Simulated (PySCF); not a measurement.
Gas-phase reaction: 2 Al(CH₃)F₂ + 2 C₂F₅ + 3 CH₂FCF₃ → 2 Al(CH₃)₂F + 4 C₂F₆

Energies from PySCF, thermal terms from the rigid-rotor harmonic-oscillator model, ideal gas at 1 bar. † marks an energy on the PBE0/def2-TZVP geometry and frequencies. MP2 and CCSD(T) freeze the core. Open shells (unrestricted): C₂F₅ (multiplicity 2); the rest are closed-shell singlets. Methyl groups turn as free rotors in Al(CH₃)F₂, Al(CH₃)₂F. Al(CH₃)F₂, C₂F₅, Al(CH₃)₂F: computed as isolated molecules; such fragments, hydroxides, amides, oligomers or adducts are transient or little studied in the gas. MP2 isn't extrapolated to the basis-set limit; its ΔH°(298 K) is -149.1 kJ in def2-SVP and -95.8 kJ in def2-TZVPP. CCSD(T) isn't extrapolated to the basis-set limit. The harmonic model lacks anharmonicity and excited electronic states, which grow with temperature; levels with a mode under 35 cm⁻¹ are left out. Internal rotation in C₂F₅, CH₂FCF₃, C₂F₆ is treated as a harmonic vibration of one conformer, which makes the entropy rough.

| level | ΔE electronic, kJ | ΔH°(298 K), kJ | ΔS°(298 K), J/K | ΔG°(1400 K), kJ |
|---|---|---|---|---|
| CCSD(T)/def2-SVP† | -130 | -139 | -256 | 202 |
| MP2/def2-SVP† | -140 | -149 | -256 | 192 |
| MP2/def2-TZVPP† | -87 | -96 | -256 | 245 |
| PBE0/def2-SVP† | -157 | -166 | -256 | 175 |
| ωB97M-V/def2-TZVP† | -104 | -113 | -256 | 227 |
ΔH° is lowest at PBE0/def2-SVP† and highest at MP2/def2-TZVPP†. No reference value is set beside these.
